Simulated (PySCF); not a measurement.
# Steps of a relaxation of [HgCl3(NH3)]−

[HgCl3(NH3)]− (singlet; a saddle point, relaxed within its symmetry). PySCF 2.14.0, RKS PBE0, Hg def2-SVP with ECP60, Cl def2-SVP, N def2-SVP, H def2-SVP; non-relativistic Hamiltonian with scalar-relativistic core potentials where named; density fitting; no spin-orbit coupling. Origin of the start: template. Columns: position (Å) and force (eV/Å). Energies are counted from the last step; some of the 12 steps are shown. Forces carry noise of the integration grid, about 0.01 to 0.03 eV/Å.

Run from Python with OMP_NUM_THREADS=2. Where DIIS fails, smearing, a level shift and second-order steps follow.
It took 46 s on 2 threads of Arm Neoverse V2 (shared host), from the converged density of the start.

```xyz
8
step 0  E = 2.090 eV
Hg   -0.0738    0.0738   -0.0738     0.19   -0.19    0.19
Cl    1.2256    1.3732    1.2256     2.16    2.66    2.16
Cl   -1.3732   -1.2256    1.2256    -2.66   -2.16    2.16
Cl    1.2256   -1.2256   -1.3732     2.16   -2.16   -2.66
N    -1.2978    1.2978   -1.2978    -1.94    1.94   -1.94
H    -1.9110    1.9110   -0.7607     0.00    0.00    0.09
H    -0.7607    1.9110   -1.9110     0.09    0.00    0.00
H    -1.9110    0.7607   -1.9110     0.00   -0.09    0.00
```

```xyz
8
step 4  E = 0.088 eV
Hg    0.0957   -0.0957    0.0957     0.42   -0.42    0.42
Cl    1.3457    1.7160    1.3457    -0.25   -0.16   -0.25
Cl   -1.7160   -1.3457    1.3457     0.16    0.25   -0.25
Cl    1.3457   -1.3457   -1.7160    -0.25    0.25    0.16
N    -1.3446    1.3446   -1.3446     0.03   -0.03    0.03
H    -1.9265    1.9265   -0.7498    -0.04    0.04   -0.02
H    -0.7498    1.9265   -1.9265    -0.02    0.04   -0.04
H    -1.9265    0.7498   -1.9265    -0.04    0.02   -0.04
```

```xyz
8
step 7  E = 0.001 eV
Hg    0.1819   -0.1819    0.1819     0.00    0.00    0.00
Cl    1.2856    1.7465    1.2856     0.00    0.02    0.00
Cl   -1.7465   -1.2856    1.2856    -0.02    0.00    0.00
Cl    1.2856   -1.2856   -1.7465     0.00    0.00   -0.02
N    -1.3174    1.3174   -1.3174    -0.05    0.05   -0.05
H    -1.9113    1.9113   -0.7428     0.02   -0.02    0.01
H    -0.7428    1.9113   -1.9113     0.01   -0.02    0.02
H    -1.9113    0.7428   -1.9113     0.02   -0.01    0.02
```

Task: Where does the relaxation end?

Result: It converges at step 11 in C3v:
```xyz
8
step 11  E = 0
Hg    0.1808   -0.1808    0.1808
Cl    1.2784    1.7571    1.2784
Cl   -1.7571   -1.2784    1.2784
Cl    1.2784   -1.2784   -1.7571
N    -1.3159    1.3159   -1.3159
H    -1.9043    1.9043   -0.7323
H    -0.7323    1.9043   -1.9043
H    -1.9043    0.7323   -1.9043
```

Task: How did the contacts change?

Result: 
| contact | start (Å) | end (Å) |
| --- | --- | --- |
| Hg1–Cl2 (Cl) | 2.251 | 2.483 |
| Hg1–Cl3 (Cl) | 2.251 | 2.483 |
| Hg1–Cl4 (Cl) | 2.251 | 2.483 |
| Hg1–N5 (NH3) | 2.120 | 2.592 |
